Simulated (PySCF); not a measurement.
C₄H₉Al.
Atom-mapped SMILES: `[CH2:1]=[C:2]([CH3:3])[AlH:4][CH3:5]` (hydrogens: H6, H7 on C1; H8, H9, H10 on C3; H11 on Al4; H12, H13, H14 on C5)

Torsions of this conformer, `[CH2:1]=[C:2]([CH3:3])[AlH:4][CH3:5]`: C1–C2–Al4–C5 177°.

The closed-shell ground state was solved at several levels (PySCF, density fitting, gas phase, non-relativistic). One conformer (not necessarily the lowest) at the GFN2-xTB geometry, without solvent, vibrations or thermal averaging.

| level | basis functions | total energy (Eh) | HOMO (eV) | LUMO (eV) | gap (eV) | dipole (D) |
| --- | --- | --- | --- | --- | --- | --- |
| PBE0/def2-SVPD | 176 | -399.7473 | -7.52 | -1.16 | 6.36 | 0.88 |
| CAM-B3LYP/def2-SVPD | 176 | -399.9640 | -8.81 | -0.18 | 8.63 | 0.85 |

Estimate the row for PBE0/pcSseg-1, a basis of 137 functions; the other rows only guide the guess.

Total energy -399.9001 Eh, HOMO -7.51 eV, LUMO -1.19 eV, gap 6.32 eV, dipole 0.84 D.

Over all these levels, which gives the widest orbital gap and which the narrowest?

CAM-B3LYP/def2-SVPD (range-separated hybrid) has the widest, 8.63 eV, and PBE0/pcSseg-1 (global hybrid, 25 % exact exchange) the narrowest, 6.32 eV. Functional and basis both differ between the two, so the spread mixes both effects.

How far do the dipole and the HOMO energy spread over the levels?

The dipole runs from 0.84 to 0.88 D (mean 0.85 D) and the HOMO from -8.81 to -7.51 eV.
